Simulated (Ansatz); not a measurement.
Stepwise reaction of `[Cl][SnH2][Cl]` with hydrogen fluoride, as a gas-phase model of exchange steps in deposition or etching. ΔE in kJ/mol; ΔG adds harmonic PBE0-D4 terms to CCSD(T)/CBS, at 1 bar.

Isolated molecules relaxed with PBE0-D4/def2-TZVP in Ansatz; ΔE leaves out vibrations. CBS: MP2 limit from def2 TZ/QZ plus the TZ coupled-cluster correction, frozen cores. This one scheme is used for every species. Functionals use def2-TZVPP. B3LYP here is the variant with VWN-RPA as its local correlation; programs differ in this. Elements past krypton have def2 core potentials. For Sn outer-core shells are correlated without core-valence functions, which leaves a few kJ/mol of doubt a bond.

```json
{"step": "1", "reaction": "`[Cl][SnH2][Cl]` + H–F → `[F][SnH]([Cl])[Cl]` + H₂", "PBE-D4": "-35.1", "B3LYP-D4": "-35.8", "ωB97M-V": "-32.3", "CCSD(T)/CBS": "-31.6", "ΔG(500 K)": "-33.8"}
```

Task: Give the row of step 2, `[F][SnH]([Cl])[Cl]` + H–F → `[F][Sn]([F])([Cl])[Cl]` + H₂. (Estimate.)

Result: Ansatz gave: 
```
step                                                    reaction  PBE-D4  B3LYP-D4  ωB97M-V  CCSD(T)/CBS  ΔG(500 K)
   2  `[F][SnH]([Cl])[Cl]` + H–F → `[F][Sn]([F])([Cl])[Cl]` + H₂   -18.6     -19.0    -16.3        -16.4      -12.4
```

Task: By hand: ΔE of the 2 steps together at CCSD(T)/CBS.

Result: (-31.6) + (-16.4) = -48.0 kJ/mol, or -24.0 kJ/mol a step.

In ΔE each step is higher than the one before. All are downhill at CCSD(T)/CBS. ΔG lies between -33.8 and -12.4 kJ/mol a step. PBE-D4 differs from CCSD(T)/CBS by -3.5 to -2.2 kJ/mol a step. Isolated molecules leave out the surface, adducts and barriers. Largest T1 diagnostic: 0.013.
